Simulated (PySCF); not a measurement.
Molfile (atoms numbered from 1):
```
C7H12
     RDKit          3D

 19 20  0  0  0  0  0  0  0  0999 V2000
    0.9297    1.2723   -0.3018 C   0  0  0  0  0  0  0  0  0  0  0  0
    1.1925    0.0163   -1.1732 C   0  0  0  0  0  0  0  0  0  0  0  0
    0.3938   -1.0781   -0.4553 C   0  0  2  0  0  0  0  0  0  0  0  0
   -1.0989   -0.8056   -0.6772 C   0  0  0  0  0  0  0  0  0  0  0  0
   -1.3626    0.4451    0.2008 C   0  0  0  0  0  0  0  0  0  0  0  0
    0.0136    0.7422    0.8070 C   0  0  1  0  0  0  0  0  0  0  0  0
    0.5674   -0.6710    1.0109 C   0  0  0  0  0  0  0  0  0  0  0  0
    1.8612    1.6591    0.1188 H   0  0  0  0  0  0  0  0  0  0  0  0
    0.4635    2.0861   -0.8618 H   0  0  0  0  0  0  0  0  0  0  0  0
    0.8651    0.1442   -2.2076 H   0  0  0  0  0  0  0  0  0  0  0  0
    2.2567   -0.2300   -1.1976 H   0  0  0  0  0  0  0  0  0  0  0  0
    0.7018   -2.0923   -0.7133 H   0  0  0  0  0  0  0  0  0  0  0  0
   -1.7037   -1.6539   -0.3479 H   0  0  0  0  0  0  0  0  0  0  0  0
   -1.3256   -0.6355   -1.7323 H   0  0  0  0  0  0  0  0  0  0  0  0
   -2.0899    0.2257    0.9863 H   0  0  0  0  0  0  0  0  0  0  0  0
   -1.7487    1.2913   -0.3720 H   0  0  0  0  0  0  0  0  0  0  0  0
   -0.0233    1.3785    1.6924 H   0  0  0  0  0  0  0  0  0  0  0  0
    1.6105   -0.6814    1.3383 H   0  0  0  0  0  0  0  0  0  0  0  0
   -0.0297   -1.2733    1.7008 H   0  0  0  0  0  0  0  0  0  0  0  0
  1  2  1  0
  2  3  1  0
  3  4  1  0
  4  5  1  0
  5  6  1  0
  6  7  1  0
  6  1  1  0
  7  3  1  0
  1  8  1  0
  1  9  1  0
  2 10  1  0
  2 11  1  0
  3 12  1  1
  4 13  1  0
  4 14  1  0
  5 15  1  0
  5 16  1  0
  6 17  1  1
  7 18  1  0
  7 19  1  0
M  END
```

Geometry: PBE0-D3(BJ)/def2-TZVP; GIAO shifts from PySCF 2.14, gas phase, non-relativistic, averaged over equivalent atoms.

At KT3/pcSseg-2 (420 basis functions, 2.8 min wall time (5.7 min CPU) on 2 threads of an AMD EPYC, shared host):
```tsv
atoms	δ (ppm)
C3/C6	41.9
C7	40.9
C1/C2/C4/C5	34.0
H12/H17	2.26
H8/H11/H13/H15	1.62
H18/H19	1.35
H9/H10/H14/H16	1.25
```

Scale: $^{13}$C (183.24 ppm) and $^{1}$H (31.63 ppm) against TMS (reference shieldings calculated alike).

Q: Predict the values at PBE0/pcSseg-2 on the same geometry.

A: 
| atoms | δ at PBE0/pcSseg-2 | change |
| --- | --- | --- |
| C3/C6 | 41.4 | -0.5 |
| C7 | 42.3 | +1.4 |
| C1/C2/C4/C5 | 33.6 | -0.4 |
| H12/H17 | 2.16 | -0.10 |
| H8/H11/H13/H15 | 1.55 | -0.07 |
| H18/H19 | 1.27 | -0.08 |
| H9/H10/H14/H16 | 1.19 | -0.06 |

References, each an isolated molecule treated in the same way: $^{13}$C (σref 186.03), $^{1}$H (σref 31.52) against TMS.

The largest change is at C7 (sp3 CH2 in a ring). Cost: 420 basis functions, 3 min wall time (6.2 min CPU) on 2 threads of an AMD EPYC, shared host. The order of the carbon signals changes between the two levels.
